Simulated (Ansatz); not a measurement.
Geometry optimisation, RKS B3LYP/def2-SVP (Ansatz 0.2.0).

The input (input.yaml):

```yaml
crystal:
  periodic: [false, false, false]
  atoms:
    - { symbol: Ge, position_ang: [-0.959442, -0.164682, -0.392325] }
    - { symbol: Cl, position_ang: [0.154031, -1.072517, -2.083424] }
    - { symbol: H, position_ang: [-2.266177, -0.98482, -0.323646] }
    - { symbol: H, position_ang: [-1.264831, 1.284682, -0.800055] }
    - { symbol: C, position_ang: [0.114749, -0.359649, 1.224634] }
    - { symbol: H, position_ang: [1.717744, 0.921935, -1.408001] }
    - { symbol: F, position_ang: [1.547856, 1.572267, -0.789033] }
    - { symbol: H, position_ang: [-0.496049, -0.14208, 2.115625] }
    - { symbol: H, position_ang: [0.490817, -1.391342, 1.281821] }
    - { symbol: H, position_ang: [0.961302, 0.336307, 1.174405] }
basis:
  gaussian: { orbitals: def2-SVP }
hamiltonian:
  xc: b3lyp
relax:
  f_tol: 0.03
  max_steps: 50
```

Run as:

```bash
$ ansatz run input.yaml --threads 2 --pin off --max-ram 3072MiB --backend cpu --events-out ev --progress --plain --runs-dir out
```

Q: Where does it end, and by what steps?

A: The run converged. After 9 steps the energy has fallen by 0.103 eV; Cl2 moved furthest, 0.31 Å.

```
step  energy less start (eV)  largest force component (eV/Å)  accepted
   0                  0.0000                           0.851       yes
   1                  0.0436                           2.407        no
   2                 -0.0486                           0.650       yes
   3                 -0.0716                           0.733       yes
   4                 -0.0817                           0.654       yes
   5                 -0.0927                           0.209       yes
   6                 -0.0991                           0.122       yes
   7                 -0.1020                           0.098       yes
   8                 -0.1027                           0.051       yes
   9                 -0.1028                           0.006       yes
```

```xyz
10
Properties=species:S:1:pos:R:3
Ge -1.019 -0.180 -0.366
Cl 0.249 -0.776 -2.098
H -2.204 -1.162 -0.407
H -1.474 1.257 -0.669
C 0.100 -0.342 1.222
H 1.585 0.802 -1.403
F 1.828 1.499 -0.824
H -0.447 0.027 2.103
H 0.384 -1.392 1.383
H 0.998 0.269 1.060
```

Run time: 17 s on 2 threads of Intel(R) Xeon(R) 6975P-C (Granite Rapids), on a shared host, peak memory 0.28 GiB.
